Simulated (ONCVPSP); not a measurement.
## boron ONCV: all-electron and pseudo phase curves

```
Element                 : boron
Generator               : ONCVPSP 4.0.1
Type                    : optimised norm-conserving Vanderbilt (ONCV)
Functional              : PBE
Relativity              : scalar-relativistic
Frozen core             : none
Valence charge          : 5
Reference configuration : 1s2 2s1 2p2
Partial waves           : 1s+2s: rc 0.50 bohr, ncon 4, nbas 8, qcut 21.4 1/bohr, 2 projectors; 2p: rc 2.75 bohr, ncon 4, nbas 8, qcut 6.1 1/bohr, 2 projectors, debl 1.3 Ha
Local potential         : polynomial inside 0.45 bohr (lpopt 5, dvloc0 6 Ha)
Core correction         : none
```

The phase is arctan(r·R′/R) of the radial function R(r), unwrapped; energies in Ha, scanned from -8 to 5 Ha. A pole is an energy at which the radial function vanishes at the test radius. The pseudo phase is shifted by a multiple of π to meet the all-electron one at the reference energy, and phase errors are pseudo minus all-electron; the curves can meet again beyond the range given. Levels narrower than the energy grid can be missing from the lists of poles.

| channel | radius (bohr) | reference energy (Ha) | poles, all-electron | poles, pseudo | unbroken range about the reference energy with phases within 0.05 rad | phase error 1 Ha above the reference energy (rad) |
| --- | --- | --- | --- | --- | --- | --- |
| s | 0.51 | -0.36 | -2.23 | -2.23 | the whole range | +0.000 |
| p | 2.79 | -0.15 | 0.09, 2.11 | 0.09, 2.04, 3.59 | below 2.3 | -0.007 |

Phases in the s channel:

```
E (Ha)  all-electron  pseudo
 -7.96        -0.930  -0.930
 -7.24        -1.066  -1.066
 -6.52        -1.179  -1.179
 -5.80        -1.272  -1.272
 -5.08        -1.351  -1.351
 -4.36        -1.418  -1.418
 -3.64        -1.476  -1.476
 -2.92        -1.527  -1.527
 -2.20        -1.572  -1.572
 -1.48        -1.614  -1.614
 -0.76        -1.653  -1.653
 -0.04        -1.690  -1.690
  0.68        -1.725  -1.725
  1.40        -1.759  -1.759
  2.12        -1.794  -1.794
  2.84        -1.828  -1.828
  3.56        -1.863  -1.863
  4.28        -1.899  -1.899
  5.00        -1.937  -1.937
```
